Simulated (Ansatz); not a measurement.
In11As10H28⁻, a nanocrystal cut from wurtzite InAs (hydrogen-capped), 49 atoms. Hardware: 11 threads of AMD EPYC 7R13 on a shared host and a whole NVIDIA H100 80GB HBM3.

In the def2 sets In takes a core potential; there is no spin–orbit coupling. Correlated methods freeze 134 core orbitals; core or outer-core shells of In, As are correlated, in sets that lack core-valence functions. Single mean-field runs in def2-SVP, def2-TZVP are fitted with def2-universal-jkfit.

**Question.** How many basis functions does each of these Ansatz runs have, and roughly what does it cost? RPA@PBE/def2-SVP, charge -1 singlet, energy, from earlier orbitals; PBE0-D4/def2-SVP, charge -1 singlet, energy, from earlier orbitals; MP2/def2-SVP, charge -1 singlet, energy, from earlier orbitals; PBE-D4/def2-TZVP, charge 0 doublet at the geometry of the charge -1 singlet, energy, from earlier orbitals; BLYP-D4/def2-TZVP, charge 0 doublet at the geometry of the charge -1 singlet, energy, from earlier orbitals; r2SCAN-D4/def2-TZVP, charge -1 singlet, energy, from earlier orbitals; PBE-D4/def2-SVP, charge -1 singlet, relaxation, 13 steps; PBE-D4/def2-TZVP, charge -1 triplet at the geometry of the charge -1 singlet, energy, from earlier orbitals; PBE0-D4/def2-TZVP, charge -1 triplet at the geometry of the charge -1 singlet, energy; PBE-D4/def2-TZVP, charge -1 singlet, energy, from earlier orbitals; PBE0-D4/def2-TZVP, charge -1 singlet, energy and forces, from earlier orbitals; PBE-D4/def2-SVP, charge -1 singlet, energy, from earlier orbitals.

**Answer.** Other jobs shared the machine, so times can vary by a factor of up to 3.

```tsv
run	functions	fitting or Cholesky vectors	wall time	peak host memory (GiB)
PBE-D4/def2-SVP, charge -1 singlet, energy, from earlier orbitals	746	5562	8.5 s	1.8
r2SCAN-D4/def2-TZVP, charge -1 singlet, energy, from earlier orbitals	1198	5562	9.5 s	1.8
PBE0-D4/def2-SVP, charge -1 singlet, energy, from earlier orbitals	746	5562	10 s	1.8
PBE-D4/def2-TZVP, charge -1 singlet, energy, from earlier orbitals	1198	5562	10 s	1.8
MP2/def2-SVP, charge -1 singlet, energy, from earlier orbitals	746	8317	14 s	2.3
PBE0-D4/def2-TZVP, charge -1 singlet, energy and forces, from earlier orbitals	1198	5562	19 s	7.1
RPA@PBE/def2-SVP, charge -1 singlet, energy, from earlier orbitals	746	8317	19 s	7.4
PBE-D4/def2-TZVP, charge 0 doublet at the geometry of the charge -1 singlet, energy, from earlier orbitals	1198	5562	22 s	2.2
PBE-D4/def2-TZVP, charge -1 triplet at the geometry of the charge -1 singlet, energy, from earlier orbitals	1198	5562	22 s	2.2
BLYP-D4/def2-TZVP, charge 0 doublet at the geometry of the charge -1 singlet, energy, from earlier orbitals	1198	5562	24 s	2.2
PBE0-D4/def2-TZVP, charge -1 triplet at the geometry of the charge -1 singlet, energy	1198	5562	42 s	2.3
PBE-D4/def2-SVP, charge -1 singlet, relaxation, 13 steps	746	5562	51 s	1.6
```
